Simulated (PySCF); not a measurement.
CH6GeN2.
Structure used (PBE0-D3(BJ)/def2-SVP), in Å, numbered top down from 1:
```
atom  x, y, z in Å
C1     1.9359    0.3650   -0.4823
N2     1.1400   -0.0861    0.3872
Ge3   -0.5854   -0.6132   -0.1036
N4    -1.8657    0.2773    0.8441
H5     1.7024    0.4845   -1.5655
H6     2.9574    0.6812   -0.1944
H7    -0.7027   -2.1027    0.2461
H8    -0.7986   -0.3116   -1.6057
H9    -1.8884    1.2817    0.6889
H10   -1.8367    0.1040    1.8457
```

Computed, not measured: core-valence-separated Tamm–Dancoff BHandHLYP/aug-pcX-1 (pcseg-1 on H, def2-SVPD on Ge) in PySCF, non-relativistic, gas phase, PBE0-D3(BJ)/def2-SVP geometry. BHandHLYP without relativity tends to put these K edges a few eV too low, so spacings mean more than positions.

The lowest roots of each edge with f over 0.003 (five at most, numbered afresh; weaker and dark ones are left out), with transition dipoles (au) in the frame of the coordinates:

```tsv
root	edge	E (eV)	f	μx	μy	μz
1	C	282.70	0.0688	0.0332	-0.0923	-0.0177
2	C	287.04	0.0118	0.0205	0.0141	-0.0326
3	C	287.68	0.0352	-0.0476	-0.0085	-0.0516
4	C	288.08	0.0045	0.0099	-0.0230	0.0020
5	C	288.88	0.0033	-0.0045	0.0208	-0.0024
6	N	395.62	0.0590	0.0264	-0.0722	-0.0135
7	N	398.92	0.0075	-0.0240	-0.0113	-0.0080
8	N	399.95	0.0317	-0.0366	0.0357	0.0250
9	N	400.00	0.0281	0.0467	0.0162	0.0205
10	N	400.23	0.0362	-0.0063	-0.0371	0.0477
```

Task: Molecules are fixed in this frame and the field points along x. What effective strengths 3 f cos²θ do the roots have (θ between field and μ)?

Result: root 1 (C1): 0.023, root 2 (C1): 0.009, root 3 (C1): 0.048, root 4 (C1): 0.002, root 5 (C1): 0.000, root 6 (N2): 0.020, root 7 (N4): 0.017, root 8 (N4): 0.039, root 9 (N2): 0.064, root 10 (N4): 0.001. Root 9 is the strongest. Averaged over all orientations cos²θ is 1/3, which gives f back.

 Relativistic effects, spin–orbit coupling among them, are left out although an element past zinc is present.

Time: 21 s wall; peak memory 0.76 GiB. Hardware: one thread, Intel Xeon at 2.50 GHz (x86_64) (shared host).

One conformer stands for the species.
